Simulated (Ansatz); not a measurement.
Species: CH$_{6}$Ge, SMILES `[GeH3][CH3]` (charge 0, multiplicity 1), formula CH6Ge.

Q: How many basis functions does frozen-core CCSD(T)/cc-pVTZ // PBE0-D3(BJ)/def2-TZVP (Ansatz, a quantum-chemistry and plane-wave program) use, how many core orbitals are frozen, and how many electrons are correlated?

A: 157 basis functions and 10 frozen orbitals, which leaves 24 correlated electrons (filled d shells below the valence shell are correlated). Core time is of the order of seconds.
